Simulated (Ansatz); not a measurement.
Basis sets compared for the cluster Sr₃S₄. The state is a singlet with charge 0. Geometry PBE-D4/def2-SVP. Ansatz on 4 threads of INTEL XEON PLATINUM 8581C on a shared host; times are rough, and most runs start from earlier orbitals.

```xyz
7

Sr    0.829   -0.270    1.350
Sr    1.751    0.167   -2.299
Sr   -2.841    0.188    0.524
S    -0.565    1.305   -0.930
S    -0.767   -0.870   -1.242
S     3.182   -0.271   -0.168
S    -1.589   -0.249    2.764
```

In the def2 sets Sr takes a core potential; there is no spin–orbit coupling. Another isomer (singlet) lies 0.30 eV lower at PBE0-D4/def2-TZVP; other spin states weren't run for this one.

Binding counts from free atoms (Sr singlet, S triplet) in the same basis, without a counterpoise term.

| level | functions | energy (Eh) | HOMO (eV) | LUMO (eV) | binding per atom (eV) | wall time |
| --- | --- | --- | --- | --- | --- | --- |
| PBE-D4/def2-SVP | 141 | -1684.0857 | -3.99 | -2.20 | 3.36 | 2 s |
| PBE0-D4/def2-SVP | 141 | -1684.1984 | -4.89 | -1.67 | 3.28 | 3.2 s |

(1) Estimate the rows for PBE-D4/def2-TZVP (with forces), PBE0-D4/def2-TZVP.

## Answers

(1) 
```csv
level,functions,energy (Eh),HOMO (eV),LUMO (eV),binding per atom (eV),wall time
PBE-D4/def2-TZVP (with forces),247,-1684.6521,-3.99,-2.19,3.29,4.1 s
PBE0-D4/def2-TZVP,247,-1684.7572,-4.89,-1.66,3.22,6.5 s
```
